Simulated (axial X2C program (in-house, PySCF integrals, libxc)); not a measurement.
## SrI⁻: cheaper levels and CCSD(T), 2c

Computed with an in-house relativistic program for diatomic molecules. Two-component (2c) means X2C with spin–orbit coupling and atomic mean-field two-electron Coulomb and Gaunt terms. Basis: I dyall-acv3z [12s13p9d5f1g], Sr dyall-acv3z [14s13p9d6f1g] (cores contracted in-house); Gaussian nuclei, density fitting, unrestricted open shells. Masses: I 126.904 u, Sr 87.906 u.

State: Ω = 0 (closed shell); fragments I- + Sr.

| level | Re (Å) | ωe (cm⁻¹) | De (eV) |
| --- | --- | --- | --- |
| PBE0 | 3.142 | 125.2 | 1.28 |
| HF | 3.249 | 116.6 | 1.10 |
| MP2 | 3.224 | 120.3 | 1.24 |
| CCSD | 3.229 | 120.0 | 1.28 |
| PW91 | 3.141 | 123.2 | 1.28 |

Correlated methods: 10 electrons correlated (number of frozen shells: I 4 s, 3 p, 2 d; Sr 4 s, 3 p, 1 d), 374 virtual spin orbitals or spinors in MP2, 90 natural virtuals in coupled cluster.

CCSD(T), same Hamiltonian and basis:

Re = 3.226 Å, ωe = 120.6 cm⁻¹, De = 1.30 eV; T1 = 0.016 (Lee–Taylor normalisation).

(1) Give the differences from CCSD(T) in the columns below.

One determinant describes the state; a PBE0 search over occupations chose it and may have missed a lower one. De is counted from the lowest determinant-based energies of the atoms at the same level, without counterpoise correction. CCSD and (T) use frozen natural virtuals with an MP2 correction for the truncation; (T) itself is uncorrected, so its De runs slightly low. The outer-core s and p shells of the metal are frozen in the correlated rows, which leaves out core–valence correlation; for alkali and alkaline-earth bonds that tends to lengthen them. The highest occupied level of some functionals is positive through self-interaction error; at Hartree–Fock it is bound. With the outer-core shells frozen, correlated bond lengths of heavy atoms tend to come out a few hundredths of an ångström too long. Hartree–Fock gets electron affinities wrong, so its lowest charge split need not be the true one.

## Answers

(1) 

```
level  ΔRe (Å)  Δωe (cm⁻¹)  ΔDe (eV)
 PBE0   -0.084         4.6     -0.02
   HF    0.023        -4.0     -0.20
  MP2   -0.002        -0.3     -0.06
 CCSD    0.003        -0.6     -0.02
 PW91   -0.085         2.6     -0.02
```
